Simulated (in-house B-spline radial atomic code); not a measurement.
Computed with a B-spline radial atomic code. Model: two electrons, singlet ground state, non-relativistic, full CI in B-splines with partial waves to l = 8 (at full coupling up to 3e-4 hartree above the limit, correlation up to 0.6 % small), density held at that of full coupling by Lieb maximisation.

W(λ) is the mean repulsion in the state of coupling λ less the Hartree energy of the fixed density. Its start is exact exchange, its initial slope is twice the second-order Görling-Levy correlation energy, and its area from 0 to 1 is E_xc. A straight curve means weak, dynamic correlation, and a curve that drops fast and flattens means strong correlation.

Command:
```bash
python run_ac.py task.json out
```
Settings (lengths in bohr, energies in hartree):
```
potential              gauss
strength               4.64
lmax                   8
second                 6.16
```

Run time, properties included: 38 s on 1 thread of Intel(R) Xeon(R) Processor @ 2.30GHz, with other jobs on the host.

**W = mean repulsion less Hartree energy, and W of three functionals.**

Given: confinement Gaussian well; well depth 4.64 hartree; well width 6.16 bohr; external potential -V exp(-r^2/w^2).

Computed: LDA exchange minus exact 71.034 millihartree; PBE exchange minus exact 20.914 millihartree.

```
coupling  W xc (hartree)  W xc minus exchange (millihartree)  kinetic minus Kohn-Sham (millihartree)  LDA (PW92) W minus its exchange (millihartree)  PBE W minus its exchange (millihartree)  SCAN W minus its exchange (millihartree)
       0        -0.49152                                   0                                       0                                               0                                        0                                         0
    0.02        -0.49351                              -1.987                                    0.02                                          -10.29                                    -3.25                                     -1.88
    0.05        -0.49642                              -4.896                                    0.12                                          -20.45                                    -7.75                                     -4.59
    0.12        -0.50289                             -11.368                                    0.67                                          -37.75                                    -17.1                                    -10.55
    0.25        -0.51384                             -22.315                                    2.68                                          -60.62                                   -31.67                                    -20.56
     0.4        -0.52495                             -33.429                                    6.27                                          -80.19                                   -45.57                                    -30.78
     0.6        -0.53767                             -46.148                                    12.6                                         -100.33                                   -60.92                                    -42.66
     0.8               ?                                   ?                                       ?                                               ?                                        ?                                         ?
       1               ?                                   ?                                       ?                                               ?                                        ?                                         ?
     1.4        -0.57253                             -81.011                                    46.1                                         -150.66                                   -102.6                                    -77.09
       2        -0.58882                             -97.303                                    73.5                                          -173.8                                  -122.89                                    -94.45
       3        -0.60679                             -115.27                                  117.71                                         -200.16                                   -146.6                                   -114.58
     4.5        -0.62318                             -131.66                                  178.11                                         -225.61                                  -169.95                                   -133.46
       7        -0.63873                             -147.21                                  265.57                                         -251.45                                     -194                                   -150.93
      10        -0.64951                             -157.99                                  355.84                                         -270.53                                  -211.93                                   -162.06
```

(1) What belongs in the row 0.8?

(2) What belongs in the row 1?

(3) What is the SCAN exchange minus exact?

**Energy parts, natural occupations and partial-wave weights.**

Computed: total energy -7.3681 hartree; exchange energy -0.49152 hartree; correlation energy -0.037756 hartree; kinetic part of the DFT correlation energy 0.028373 hartree; initial slope twice GL2 -0.10027 hartree; Hartree energy 0.98304 hartree; Lieb Oxford ratio E_xc over LDA exchange 1.2587.

```tsv
natural	occupation of the shell (electrons)
s	1.9455
p	0.049892
s	0.0029044
d	0.0011574
p	?
f	0.00013192
```

(4) What belongs in the row p?

| wave | weight |
| --- | --- |
| s | 0.97421 |
| p | 0.02509 |
| d | 0.00060402 |
| f | ? |
| g | 1.5758e-05 |

(5) What belongs in the row f?

(6) What is the kinetic part over minus potential part?

(7) What is the Kohn-Sham kinetic?

Answers

(1) W xc (hartree): -0.54844; W xc minus exchange (millihartree): -56.918; kinetic minus Kohn-Sham (millihartree): 20.11; LDA (PW92) W minus its exchange (millihartree): -116.34; PBE W minus its exchange (millihartree): -73.73; SCAN W minus its exchange (millihartree): -52.96.

(2) W xc (hartree): -0.55765; W xc minus exchange (millihartree): -66.128; kinetic minus Kohn-Sham (millihartree): 28.37; LDA (PW92) W minus its exchange (millihartree): -129.6; PBE W minus its exchange (millihartree): -84.68; SCAN W minus its exchange (millihartree): -61.99.

(3) 1.3453 millihartree.

(4) occupation of the shell (electrons): 0.00027238.

(5) weight: 7.269e-05.

(6) 0.42906.

(7) 0.57343 hartree.

Half-way to full coupling W has made 60 % of its drop, against 50 % for a straight line, and second-order (GL2) theory, half the initial slope, overshoots the correlation energy by about 33 %: a marked bend. Over couplings 0 to 1 the errors in E_xc come to about +25 millihartree for LDA, +8.6 millihartree for PBE, +4.1 millihartree for SCAN, so SCAN is nearest. In LDA and PBE the errors of exchange and correlation have opposite signs, so the sum is smaller than the larger of the two.
